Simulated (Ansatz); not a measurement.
Coupled-cluster diagnostics for CuCl2, Ansatz.

Geometry of the doublet (r2SCAN-D4/def2-TZVP):

```xyz
3

Cu    0.000    0.000    0.000
Cl   -1.271   -1.529    0.532
Cl    1.271    1.529   -0.532
```

Correlated methods freeze 19 core orbitals.

(1) Estimate the CCSD(T) correlation energy, the shares of MP2 and (T), T1 and the reference's ⟨S²⟩ for: charge 0, doublet, own geometry in def2-TZVPP; charge 0, doublet, own geometry in def2-TZVPD; charge 1, triplet, vertical in def2-TZVPP; charge -1, singlet, vertical in def2-TZVPD; and the rough time on 4 threads of Arm Neoverse V1 on a shared host.

## Answers

(1) 
```tsv
state	basis	correlation (eV)	MP2 share (%)	(T) share (%)	T1	⟨S²⟩ (pure)	wall time	remarks
charge 0, doublet, own geometry	def2-TZVPP	-22.242	95.4	3.6	0.031	0.76 (0.75)	24 s	–
charge 0, doublet, own geometry	def2-TZVPD	-20.359	94.4	3.4	0.030	0.76 (0.75)	20 s	–
charge 1, triplet, vertical	def2-TZVPP	-23.078	98.5	4.4	0.053	2.02 (2.00)	60 s	large T1
charge -1, singlet, vertical	def2-TZVPD	-22.904	100.1	4.1	0.023	0.00 (0.00)	5.5 s	–
```
Customary marks for T1 are 0.02 (closed shells), 0.045 (open shells) and about 0.05 (3d metals). T1 exceeds 0.02 in 4 of 4 rows and 0.045 in 1; the higher it lies, the less the single-reference result can be trusted.
